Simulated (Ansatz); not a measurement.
# Molecular dynamics of CH₂I

input.yaml

```yaml
crystal:
  periodic: [false, false, false]
  atoms:
    - { symbol: C, position_ang: [-0.072578, -0.172156, -0.188299] }
    - { symbol: I, position_ang: [0.625497, 1.095036, 1.284822] }
    - { symbol: H, position_ang: [-0.783918, 0.226734, -0.923255] }
    - { symbol: H, position_ang: [0.286498, -1.209914, -0.193567] }
magnetization:
  spin_polarized: true
  initial_magnetization: 1
basis:
  gaussian: { orbitals: def2-SVP }
hamiltonian:
  xc: revpbe
  dispersion: d4
md:
  timestep: 0.5
  n_steps: 250
  ensemble: nve
  temperature: 1000.0
  initial_velocities: maxwell_boltzmann
  seed: 847182
  masses: [{ species: H, mass: 2.014 }]
```

Command:

```bash
$ ansatz run input.yaml --threads 1 --pin off --max-ram 2048MiB --backend cpu --events-out ev --progress --plain --runs-dir out
```

It starts from a relaxed structure.

Output, in part (step lines, the closing report, with atoms numbered from 0):

```
md step     0: t =     0.00 fs  T =  1000.0 K  F+E_penalty+E_count = -9168.75835425 eV  E_kin = 0.258520 eV  conserved = -9168.49983425 eV  (25 SCF iters)
[... lines left out ...]
Total energy: -9168.68409188 eV, -336.9429256194 hartree
Atom 0 at    -0.016513    -0.137896    -0.223009 Å, force     0.008527     0.338336    -0.042688 eV/Å
Atom 1 at     0.624426     1.093283     1.284213 Å, force     0.063256     0.268656     0.175280 eV/Å
Atom 2 at    -0.896834     0.106384    -0.797747 Å, force    -0.570432     0.645533    -0.393497 eV/Å
Atom 3 at     0.132574    -1.183429    -0.073695 Å, force     0.498650    -1.252525     0.260905 eV/Å
Dipole moment:    -0.096536    -0.078611     0.000395 e Å
```

The steps, from the saved trajectory:

| time (fs) | T (K) | potential energy less start (eV) | conserved less start (meV/atom) |
| --- | --- | --- | --- |
| 0 | 1000 | 0.000 | 0.00 |
| 4 | 822 | 0.047 | 0.14 |
| 8 | 774 | 0.059 | 0.05 |
| 12 | 471 | 0.137 | 0.11 |
| 16 | 376 | 0.162 | 0.03 |
| 20 | 151 | 0.220 | 0.09 |
| 24 | 258 | 0.192 | 0.10 |
| 28 | 531 | 0.122 | 0.08 |
| 32 | 752 | 0.064 | 0.09 |
| 36 | 883 | 0.030 | 0.04 |
| 40 | 707 | 0.076 | 0.12 |
| 44 | 823 | 0.046 | 0.05 |
| 48 | 719 | 0.073 | 0.12 |
| 52 | 707 | 0.076 | 0.03 |
| 56 | 425 | 0.149 | 0.13 |
| 60 | 482 | 0.134 | 0.03 |
| 64 | 220 | 0.202 | 0.13 |
| 68 | 315 | 0.177 | 0.04 |
| 72 | 307 | 0.180 | 0.14 |
| 76 | 763 | 0.061 | 0.02 |
| 80 | 808 | 0.050 | 0.10 |
| 84 | 681 | 0.083 | 0.07 |
| 88 | 557 | 0.115 | 0.11 |
| 92 | 768 | 0.060 | 0.07 |
| 96 | 880 | 0.031 | 0.02 |
| 100 | 545 | 0.118 | 0.12 |
| 104 | 432 | 0.147 | 0.05 |
| 108 | 171 | 0.215 | 0.14 |
| 112 | 335 | 0.172 | 0.02 |
| 116 | 275 | 0.188 | 0.14 |
| 120 | 633 | 0.095 | 0.02 |
| 124 | 651 | 0.091 | 0.14 |

All steps were run. The conserved energy stayed within 0.18 meV per atom of its start (net change 0.1 meV per atom), so the integration is sound. Over the second half the temperature averaged 0.52 of the 1000 K drawn at the start: a run that starts near a minimum puts about half its kinetic energy into the potential. A run of 0.12 ps of so small a system gives no equilibrium averages.

The same pairs are bonded in the first frame and the last. Pairs count as bonded within 1.25 times the sum of covalent radii (0.12 Å more for H–H).

Last frame:

```xyz
4
Properties=species:S:1:pos:R:3
C -0.017 -0.138 -0.223
I 0.624 1.093 1.284
H -0.897 0.106 -0.798
H 0.133 -1.183 -0.074
```

Run time: 9.4 min on 1 thread of Arm Neoverse N1, with other jobs on the host, peak memory 0.1 GiB.
